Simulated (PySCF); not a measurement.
Compound: C4H7FO2.
Z-matrix (Å and degrees, GFN2-xTB geometry), rows numbered from 1:
```
C 
C   1  1.5138
O   2  1.4053  1  111.19
C   3  1.4077  2  106.69  1  -154.15
C   4  1.5452  3  103.68  2    20.28
F   5  1.3855  4  108.82  3  -117.32
O   5  1.3670  4  105.35  3     1.31
H   1  1.0851  2  109.11  3   -61.85
H   1  1.0858  2  109.26  3    57.85
H   1  1.0851  2  109.36  3   177.80
H   2  1.1078  1  111.10  3   122.87
H   4  1.0902  3  108.82  2   141.00
H   4  1.0970  3  111.48  2   -97.20
H   5  1.0943  4  115.91  3   123.73
```

Computed, not measured: TDDFT CAM-B3LYP/def2-SVPD, vertical, gas phase, core orbitals frozen in the response in PySCF 2.14.0, density-fitted response routines.

| state | E (eV) | λ (nm) | f | \|μ\| (D) | main configurations (H = HOMO, L = LUMO) |
| --- | --- | --- | --- | --- | --- |
| S1 | 7.82 | 158.6 | 0.012 | 0.64 | H→L (80%) |
| S2 | 8.50 | 145.9 | 0.0056 | 0.42 | H→L+1 (72%) |
| S3 | 8.66 | 143.2 | 0.030 | 0.95 | H-1→L (50%), H→L+2 (18%), H→L+3 (13%) |
| S4 | 8.77 | 141.5 | 0.078 | 1.53 | H→L+3 (37%), H→L+2 (33%), H→L+4 (13%) |
| S5 | 9.01 | 137.6 | 0.023 | 0.81 | H-1→L (31%), H→L+2 (23%) |
| S6 | 9.22 | 134.5 | 0.014 | 0.64 | H→L+4 (43%), H→L+3 (25%) |
| S7 | 9.39 | 132.1 | 0.0089 | 0.50 | H-1→L+1 (48%), H-1→L+2 (18%) |
| S8 | 9.50 | 130.4 | 0.038 | 1.03 | H-2→L (57%), H-1→L+2 (20%) |

Triplets, Tamm–Dancoff:

```
state  E (eV)  λ (nm)  main configurations (H = HOMO, L = LUMO)
   T1    7.62   162.7                    H→L (71%), H→L+4 (10%)
   T2    8.31   149.2                  H→L+1 (60%), H→L+3 (16%)
   T3    8.38   148.0       H→L+3 (31%), H→L+4 (17%), H→L (10%)
```

The lowest singlet lies at 7.82 eV (159 nm, vacuum ultraviolet) and is weak; its leading configuration is HOMO→LUMO (80%). The most intense listed level is S4 at 8.77 eV (141 nm, f = 0.078), 0.95 eV above S1. Löwdin shares by element: HOMO oxygen 48% or more, carbon 20% or more, hydrogen 8% or more (atoms not listed hold the other 23%); LUMO carbon 38% or more, hydrogen 10% or more (atoms not listed hold the other 51%). The listed states span 1.69 eV, and the widest gap between neighbours is 0.68 eV (S1 to S2). Of the 8 states listed, 6 reach f = 0.01 and none stays under 0.0005. The oscillator strengths of these states sum to 0.209; summed over the whole spectrum of an exact calculation they would give the number of electrons, 56 (Thomas–Reiche–Kuhn). Only the lowest 8 singlets were computed, as vertical energies without vibronic structure.

One conformer stands for the species.

Without π bonds the low states are Rydberg-like; a valence basis with one diffuse set may place them up to an eV too high.
